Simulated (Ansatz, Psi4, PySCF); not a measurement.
BCl, singlet, geometry from GFN2-xTB. Base run: MP2/STO-3G in PySCF.

Input for PySCF:
```python
from pyscf import gto, scf, mp

mol = gto.M(
    atom='''
B    -0.00000000   -0.00000000   -1.22002676
Cl    0.00000000    0.00000000    0.35883140
''',
    basis='sto-3g',
    verbose=4,
)

mf = scf.RHF(mol)
mf.kernel()

pt = mp.MP2(mf)
pt.kernel()
print('E(MP2) = %.10f' % pt.e_tot)
```

The same geometry, method and basis name were run in Ansatz (an electronic-structure program) and Psi4 and PySCF, at each program's defaults and at the settings that a row names. The base is PySCF at its defaults. Differences at the defaults can come from grids, fitting, cores and function types together.

```json
[
 {"code and settings": "PySCF, defaults (exact integrals, spherical functions, all electrons correlated)", "ΔE vs base (µEh)": "0.0", "basis functions": "14", "E (Eh)": "-478.86577", "SCF cycles": "7"},
 {"code and settings": "Psi4, defaults (density fitting with its default set, spherical functions, all electrons correlated)", "ΔE vs base (µEh)": "-373", "basis functions": "14", "E (Eh)": "-478.86614", "SCF cycles": "8"},
 {"code and settings": "Ansatz, defaults (factorised integrals, spherical functions, frozen core)", "ΔE vs base (µEh)": "656", "basis functions": "14", "E (Eh)": "-478.86511", "SCF cycles": "-"},
 {"code and settings": "PySCF, frozen core", "ΔE vs base (µEh)": "653", "basis functions": "14", "E (Eh)": "-478.86512", "SCF cycles": "7"},
 {"code and settings": "Psi4, exact integrals, spherical functions, frozen core", "ΔE vs base (µEh)": "653", "basis functions": "14", "E (Eh)": "-478.86512", "SCF cycles": "8"},
 {"code and settings": "Ansatz, high accuracy, frozen core", "ΔE vs base (µEh)": "653", "basis functions": "14", "E (Eh)": "-478.86512", "SCF cycles": "-"}
]
```
